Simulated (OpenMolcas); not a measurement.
An OpenMolcas run meant for neutral ruthenium (ANO-RCC-VDZP, DKH3; inactive shells 1s 2s 2p 3s 3p 3d 4s 4p; intended active space 8 electrons in 6 orbitals (4d 5s)). One step of its input:

```
&RASSCF
FileOrb=start.orb
Symmetry=1
Spin=5
nActEl=8 0 0
Inactive=9 9
Ras2=6 0
CIRoot=14 14 1
SDav=15
CIMx=300
Iter=93 100
PrWF=0.3
OrbListing=Nothing
MaxOrb=0
Atom
```

The run finished. Its levels beside those of a sound run (CASSCF), in cm⁻¹ above each run's lowest level:

```csv
Level,This run,Usual run
4d⁷ 5s ⁵F₅,0.0,0.0
4d⁷ 5s ⁵F₄,1233,1230
4d⁷ 5s ⁵F₃,2235,2175
4d⁷ 5s ⁵F₂,2980,2839
4d⁷ 5s ⁵F₁,3472,3258
4d⁷ 5s ³F₄,7915,8076
4d⁷ 5s ³F₃,9578,9673
4d⁶ 5s² ⁵D₄,10220,10672
4d⁷ 5s ³F₂,10761,10870
4d⁶ 5s² ⁵D₃,11159,11610
4d⁶ 5s² ⁵D₂,11824,12242
4d⁶ 5s² ⁵D₁,12272,12703
4d⁶ 5s² ⁵D₀,12497,12942
4d⁷ 5s ³G₅,14168,14318
```

Task: Which setting is unsound, and how much does it matter here?

Result: CIRoot is one short, so the average cuts through a term and the orbitals lose spherical symmetry. Against the sound run the excited levels shown move by 240 cm-1 on average and by 450 cm-1 at most.

Without dynamic correlation excited terms often stand tens of per cent too high (terms of higher spin than the ground term too low), and those without a measured partner can miss by more than the paired ones. A single d shell beside an s shell can misplace configurations of different d count against each other. Only configurations of the active space appear.
